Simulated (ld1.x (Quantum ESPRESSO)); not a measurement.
**Rh: TM semilocal pseudisation with Wu–Cohen, scalar-relativistic reference atom.**

The input file (ld1.x (Quantum ESPRESSO) 7.5):

```
&input
   title='Rh', zed=45., rel=1, dft='WC', iswitch=3,
   config='[Kr] 4d9 4f-2 5s0 5p0',
   nld=4, rlderiv=1.85, eminld=-8.0, emaxld=5.0, deld=0.04
 /
 &inputp
   pseudotype=1, tm=.true., lloc=0,
   nlcc=.false.,
   file_pseudopw='Rh.pp', file_wfcaegen='ae.wfc', file_wfcncgen='nc.wfc'
 /
4
4P  2  1   6.00   0.00  1.70  1.70  0.0
4D  3  2   9.00   0.00  1.65  1.65  0.0
4F  4  3  -2.00   0.45  1.65  1.65  0.0
4S  1  0   2.00   0.00  1.00  1.00  0.0
 &test
   configts(1)='4s2 4p6 4d9 5s0 5p0'
 /
```

Command:

```bash
ld1.x < Rh.in > Rh.out
```

Output (shortened: banner, matrices, multipoles, cross overlaps and the repeated all-electron block are left out):

```
Program LD1 v.7.5
     --------------------------- All-electron run ----------------------------

     Rh
     scalar relativistic calculation

     atomic number is 45.00
     dft =WC   lsd =0 sic =0 latt =0  beta=0.20 tr2=1.0E-14
     Exchange-correlation= WC
                           (   1   4  11   4   0   0   0)
     mesh =1233 r(mesh) =  98.82371 a.u. xmin = -7.00 dx = 0.01250
     1 Ry =  13.60569312 eV, c = 137.03599908

     n l     nl                  e(Ry)          e(Ha)          e(eV)
     1 0     1S 1( 2.00)     -1692.8438      -846.4219    -23032.3134
     2 0     2S 1( 2.00)      -245.2100      -122.6050     -3336.2518
     2 1     2P 1( 6.00)      -219.7845      -109.8922     -2990.3200
     3 0     3S 1( 2.00)       -43.6066       -21.8033      -593.2979
     3 1     3P 1( 6.00)       -35.2460       -17.6230      -479.5468
     4 0     4S 1( 2.00)        -5.8333        -2.9167       -79.3666
     4 1     4P 1( 6.00)        -3.4846        -1.7423       -47.4106
     3 2     3D 1(10.00)       -21.8590       -10.9295      -297.4063
     4 2     4D 1( 9.00)        -0.2634        -0.1317        -3.5843
     5 0     5S 1( 0.00)        -0.2439        -0.1220        -3.3185
     5 1     5P 1( 0.00)        -0.0239        -0.0120        -0.3258

     final scf error:  3.6E-15 reached in  32 iterations

     Etot =   -9566.961883 Ry,   -4783.480941 Ha, -130165.147497 eV

     Ekin =    9907.929800 Ry,    4953.964900 Ha,  134804.252339 eV
     Encl =  -23104.118585 Ry,  -11552.059292 Ha, -314347.547343 eV
     Eh   =    3905.195128 Ry,    1952.597564 Ha,   53132.886496 eV
     Exc  =    -275.968226 Ry,    -137.984113 Ha,   -3754.738988 eV

     normalization and overlap integrals

     s(1S/1S) =  1.000000  <r> =   0.0326  <r2> =    0.0014  r(max) =   0.0211
     s(2S/2S) =  1.000000  <r> =   0.1419  <r2> =    0.0238  r(max) =   0.1201
     s(2P/2P) =  1.000000  <r> =   0.1237  <r2> =    0.0187  r(max) =   0.0959
     s(3S/3S) =  1.000000  <r> =   0.3909  <r2> =    0.1748  r(max) =   0.3520
     s(3P/3P) =  1.000000  <r> =   0.3906  <r2> =    0.1773  r(max) =   0.3433
     s(4S/4S) =  1.000000  <r> =   0.9819  <r2> =    1.0942  r(max) =   0.8766
     s(4P/4P) =  1.000000  <r> =   1.0867  <r2> =    1.3577  r(max) =   0.9449
     s(3D/3D) =  1.000000  <r> =   0.3705  <r2> =    0.1641  r(max) =   0.2918
     s(4D/4D) =  1.000000  <r> =   1.6932  <r2> =    3.6928  r(max) =   1.1541
     s(5S/5S) =  1.000000  <r> =   3.4761  <r2> =   14.1925  r(max) =   2.7342
     s(5P/5P) =  1.000000  <r> =   6.5168  <r2> =   53.6161  r(max) =   4.5646

     ------------------------ End of All-electron run ------------------------

     --------------------- Generating NC pseudopotential ---------------------

      Generating local pot.: lloc=0, matching radius rcloc =   1.0000

      Wfc   4P  rcut= 1.679  Using Troullier-Martins method

      Wfc   4D  rcut= 1.638  Using Troullier-Martins method

      Wfc   4F  rcut= 1.638  Using Troullier-Martins method

     ------------------- End of pseudopotential generation -------------------

     Computing logarithmic derivative in   1.84431
     Computing logarithmic derivative in   1.84431
     Computing the partial wave expansion
       no projector for channel:   0
     R is outside the sphere for l=    1 j= 0.00
     R is outside the sphere for l=    2 j= 0.00
     R is outside the sphere for l=    3 j= 0.00

     ---------------------- Testing the pseudopotential ----------------------

     Rh
     scalar relativistic calculation

     atomic number is 45.00   valence charge is 17.00
     dft =WC   lsd =0 sic =0 latt =0  beta=0.20 tr2=1.0E-14
     mesh =1233 r(mesh) =  98.82371 xmin = -7.00 dx = 0.01250

     n l     nl             e AE (Ry)        e PS (Ry)    De AE-PS (Ry)
     1 0     4S   1( 2.00)       -5.83334       -5.83347        0.00014
     2 1     4P   1( 6.00)       -3.48461       -3.48462        0.00000
     3 2     4D   1( 9.00)       -0.26344       -0.26345        0.00000
     2 0     5S   1( 0.00)       -0.24390       -0.24802        0.00411
     3 1     5P   1( 0.00)       -0.02394       -0.02669        0.00274

     eps = 6.4E-15  iter = 12

     Etot =   -9566.961883 Ry,   -4783.480941 Ha, -130165.147497 eV
     Etotps =  -220.805815 Ry,    -110.402908 Ha,   -3004.216160 eV

     Ekin =      79.758954 Ry,      39.879477 Ha,    1085.175847 eV
     Encl =    -463.435818 Ry,    -231.717909 Ha,   -6305.365522 eV
     Ehrt =     192.775293 Ry,      96.387646 Ha,    2622.841477 eV
     Ecxc =     -22.523112 Ry,     -11.261556 Ha,    -306.442554 eV
     Epseu=      -7.381131 Ry,      -3.690566 Ha,    -100.425409 eV

     ---------------------- End of pseudopotential test ----------------------
```

Generation and configuration tests took about 1.6 s on one core of a shared server CPU.

Transferability test of the new file with ld1.x, input:

```
&input
   title='Rh', zed=45., rel=1, dft='WC', iswitch=2,
   config='[Kr] 4d9 4f-2 5s0 5p0'
 /
 &test
   file_pseudo='Rh.pp', nconf=8,
   configts(1)='4s2 4p6 4d9 5s0 5p0',
   configts(2)='4s2 4p6 4d8 5s1 5p0',
   configts(3)='4s2 4p6 4d8 5s0 5p0',
   configts(4)='4s2 4p6 4d7 5s0 5p0',
   configts(5)='4s2 4p6 4d8.5 5s0.5 5p0',
   configts(6)='4s2 4p6 4d5 5s0 5p0',
   configts(7)='4s2 4p6 4d7 5s1 5p1',
   configts(8)='4s2 4p6 4d7 5s1 5p0'
 /
```

```bash
ld1.x < Rh.test.in > Rh.test.out
```

Pseudopotential blocks of its output, shortened (energy terms left out):

```
     ---------------------- Testing the pseudopotential ----------------------

     n l     nl             e AE (Ry)        e PS (Ry)    De AE-PS (Ry)
     1 0     4S   1( 2.00)       -5.83334       -5.83347        0.00014
     2 1     4P   1( 6.00)       -3.48461       -3.48462        0.00000
     3 2     4D   1( 9.00)       -0.26344       -0.26345        0.00000
     2 0     5S   1( 0.00)       -0.24390       -0.24802        0.00411
     3 1     5P   1( 0.00)       -0.02394       -0.02669        0.00274

     eps = 3.1E-15  iter = 19

     Etot =   -9566.961883 Ry,   -4783.480941 Ha, -130165.147497 eV
     Etotps =  -220.805815 Ry,    -110.402908 Ha,   -3004.216161 eV

     ---------------------- End of pseudopotential test ----------------------

          ---------------------- Testing the pseudopotential ----------------------

     n l     nl             e AE (Ry)        e PS (Ry)    De AE-PS (Ry)
     1 0     4S   1( 2.00)       -6.06149       -6.05771       -0.00379
     2 1     4P   1( 6.00)       -3.70435       -3.70081       -0.00354
     3 2     4D   1( 8.00)       -0.43710       -0.43445       -0.00264
     2 0     5S   1( 1.00)       -0.31716       -0.32073        0.00356
     3 1     5P   1( 0.00)       -0.05654       -0.06044        0.00390

     eps = 9.4E-15  iter = 18

     Etot =   -9566.893951 Ry,   -4783.446975 Ha, -130164.223233 eV
     Etotps =  -220.743096 Ry,    -110.371548 Ha,   -3003.362823 eV
     dEtot_ae =       0.067932 Ry
     dEtot_ps =       0.062719 Ry,   Delta E=       0.005213 Ry

     ---------------------- End of pseudopotential test ----------------------

          ---------------------- Testing the pseudopotential ----------------------

     n l     nl             e AE (Ry)        e PS (Ry)    De AE-PS (Ry)
     1 0     4S   1( 2.00)       -6.62643       -6.62629       -0.00014
     2 1     4P   1( 6.00)       -4.27210       -4.27187       -0.00024
     3 2     4D   1( 8.00)       -0.99884       -0.99886        0.00003
     2 0     5S   1( 0.00)       -0.78837       -0.79510        0.00673  !
     3 1     5P   1( 0.00)       -0.44627       -0.45746        0.01119  !

     eps = 8.3E-15  iter = 21

     Etot =   -9566.346591 Ry,   -4783.173296 Ha, -130156.776029 eV
     Etotps =  -220.190517 Ry,    -110.095259 Ha,   -2995.844605 eV
     dEtot_ae =       0.615292 Ry
     dEtot_ps =       0.615298 Ry,   Delta E=      -0.000006 Ry

     ---------------------- End of pseudopotential test ----------------------

          ---------------------- Testing the pseudopotential ----------------------

     n l     nl             e AE (Ry)        e PS (Ry)    De AE-PS (Ry)
     1 0     4S   1( 2.00)       -7.60161       -7.60041       -0.00120
     2 1     4P   1( 6.00)       -5.23501       -5.23425       -0.00076
     3 2     4D   1( 7.00)       -1.89237       -1.89216       -0.00021
     2 0     5S   1( 0.00)       -1.43993       -1.45007        0.01014  !
     3 1     5P   1( 0.00)       -1.00235       -1.02508        0.02273  !

     eps = 3.2E-15  iter = 21

     Etot =   -9564.912124 Ry,   -4782.456062 Ha, -130137.259104 eV
     Etotps =  -218.756032 Ry,    -109.378016 Ha,   -2976.327436 eV
     dEtot_ae =       2.049759 Ry
     dEtot_ps =       2.049783 Ry,   Delta E=      -0.000024 Ry

     ---------------------- End of pseudopotential test ----------------------

          ---------------------- Testing the pseudopotential ----------------------

     n l     nl             e AE (Ry)        e PS (Ry)    De AE-PS (Ry)
     1 0     4S   1( 2.00)       -5.94211       -5.94046       -0.00165
     2 1     4P   1( 6.00)       -3.58955       -3.58791       -0.00164
     3 2     4D   1( 8.50)       -0.34630       -0.34508       -0.00122
     2 0     5S   1( 0.50)       -0.27945       -0.28329        0.00384
     3 1     5P   1( 0.00)       -0.03969       -0.04287        0.00318

     eps = 8.0E-15  iter = 21

     Etot =   -9566.940470 Ry,   -4783.470235 Ha, -130164.856163 eV
     Etotps =  -220.786747 Ry,    -110.393374 Ha,   -3003.956730 eV
     dEtot_ae =       0.021413 Ry
     dEtot_ps =       0.019068 Ry,   Delta E=       0.002345 Ry

     ---------------------- End of pseudopotential test ----------------------

          ---------------------- Testing the pseudopotential ----------------------

     n l     nl             e AE (Ry)        e PS (Ry)    De AE-PS (Ry)
     1 0     4S   1( 2.00)       -9.92402       -9.91568       -0.00834  !
     2 1     4P   1( 6.00)       -7.51566       -7.51123       -0.00443
     3 2     4D   1( 5.00)       -4.01213       -4.00795       -0.00418
     2 0     5S   1( 0.00)       -2.97544       -2.99489        0.01946  !
     3 1     5P   1( 0.00)       -2.37519       -2.43472        0.05953  !

     eps = 2.2E-15  iter = 16

     Etot =   -9559.072582 Ry,   -4779.536291 Ha, -130057.808089 eV
     Etotps =  -212.919202 Ry,    -106.459601 Ha,   -2896.913324 eV
     dEtot_ae =       7.889301 Ry
     dEtot_ps =       7.886613 Ry,   Delta E=       0.002688 Ry

     ---------------------- End of pseudopotential test ----------------------

          ---------------------- Testing the pseudopotential ----------------------

     n l     nl             e AE (Ry)        e PS (Ry)    De AE-PS (Ry)
     1 0     4S   1( 2.00)       -6.44704       -6.43042       -0.01662  !
     2 1     4P   1( 6.00)       -4.07895       -4.06330       -0.01565  !
     3 2     4D   1( 7.00)       -0.75347       -0.74038       -0.01309  !
     2 0     5S   1( 1.00)       -0.47221       -0.47122       -0.00099
     3 1     5P   1( 1.00)       -0.15206       -0.15573        0.00367

     eps = 6.3E-15  iter = 24

     Etot =   -9566.403031 Ry,   -4783.201515 Ha, -130157.543925 eV
     Etotps =  -220.263652 Ry,    -110.131826 Ha,   -2996.839653 eV
     dEtot_ae =       0.558852 Ry
     dEtot_ps =       0.542163 Ry,   Delta E=       0.016689 Ry

     ---------------------- End of pseudopotential test ----------------------

          ---------------------- Testing the pseudopotential ----------------------

     n l     nl             e AE (Ry)        e PS (Ry)    De AE-PS (Ry)
     1 0     4S   1( 2.00)       -6.92320       -6.91737       -0.00583  !
     2 1     4P   1( 6.00)       -4.55599       -4.55093       -0.00506  !
     3 2     4D   1( 7.00)       -1.22857       -1.22497       -0.00360
     2 0     5S   1( 1.00)       -0.89356       -0.89976        0.00620  !
     3 1     5P   1( 0.00)       -0.51791       -0.53147        0.01355  !

     eps = 3.0E-15  iter = 23

     Etot =   -9566.074893 Ry,   -4783.037447 Ha, -130153.079387 eV
     Etotps =  -219.927103 Ry,    -109.963552 Ha,   -2992.260677 eV
     dEtot_ae =       0.886990 Ry
     dEtot_ps =       0.878712 Ry,   Delta E=       0.008278 Ry

     ---------------------- End of pseudopotential test ----------------------
```
